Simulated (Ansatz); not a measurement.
Calculated with Ansatz (gas phase, PBE0-D4/def2-TZVP geometries, no zero-point term in ΔE). CBS: MP2 limit from def2 TZ/QZ plus the TZ coupled-cluster correction, frozen cores. This one scheme is used for every species. Functionals use def2-TZVPP. For Ga outer-core shells are correlated without core-valence functions, which leaves a few kJ/mol of doubt a bond. Scalar relativity is left out up to krypton. One conformer a species, not always the lowest.

Reaction (cleavage of the Ga–Ga bond): `[OH][GaH][GaH2]` + NH₃ → `[NH2][GaH][OH]` + `[GaH3]`

Is it downhill or uphill in electronic energy at CCSD(T)/CBS, and by how much? (Estimate.)

The calculation gave: Nearly level: ΔE = +0.01 eV.

What do these levels give: B97M-V, revPBE, BLYP, r2SCAN0, CCSD/def2-TZVPP, MP2/CBS(def2)? (Best estimate.)

Computed: B97M-V -0.01, revPBE 0.17, BLYP 0.11, r2SCAN0 0.01, CCSD/def2-TZVPP -0.02, MP2/CBS(def2) -0.05 eV.

Largest T1 diagnostic among the species: 0.015.

Leaving LDA and LC-ωPBE aside and taking each functional with its dispersion term where it has one, the values, not all of them listed here, spread over 0.19 eV, from ωB97X-V to PBE-D4. LDA lies −0.11 eV from PBE without D4. From BLYP to BHLYP (50 % exact exchange), in def2-TZVPP and without D4, ΔE moves by −0.12 eV.
